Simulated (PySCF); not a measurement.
MnO3F (singlet state).
Structure used (PBE0-D3(BJ)/def2-SVP), in Å, numbered top down from 1:
```
atom  x, y, z in Å
Mn1    0.0211    0.0398    0.0150
O2    -0.0533    0.1412    1.5430
O3     1.4789   -0.0004   -0.4551
O4    -0.7140    1.2153   -0.6365
F5    -0.7326   -1.3959   -0.4664
```

Method: PBE0-D3(BJ)/def2-SVP geometry optimisation, gas phase (PySCF 2.14.0).

**Question.** Which atoms are bound to Mn1, and at what distances?

**Answer.** 4 atoms: O4 1.532 Å, O3 1.532 Å, O2 1.533 Å, F5 1.692 Å.

**Question.** List the angles at Mn1.

**Answer.** 
```csv
angle,degrees,distance of the outer atoms (Å)
O2–Mn1–O3,110.7,2.52
O2–Mn1–O4,110.5,2.52
O3–Mn1–O4,110.3,2.51
O2–Mn1–F5,108.5,2.62
O4–Mn1–F5,108.4,2.62
O3–Mn1–F5,108.3,2.61
```

**Question.** What is the shape at Mn1?

**Answer.** Tetrahedral: angles from 108.3° to 110.7°; τ4 = (360° − α − β)/141° = 0.98 with α and β the two widest (0 for a square, 1 for a tetrahedron).

**Question.** What are the rotational constants (commonest isotopes, rigid rotor)?

**Answer.** A = 4984, B = 4375, C = 4361 MHz: a prolate symmetric top.

Point group: C3v (tolerance 0.08 Å). Charge 0, singlet. Whether it is a minimum is left open (no frequencies).
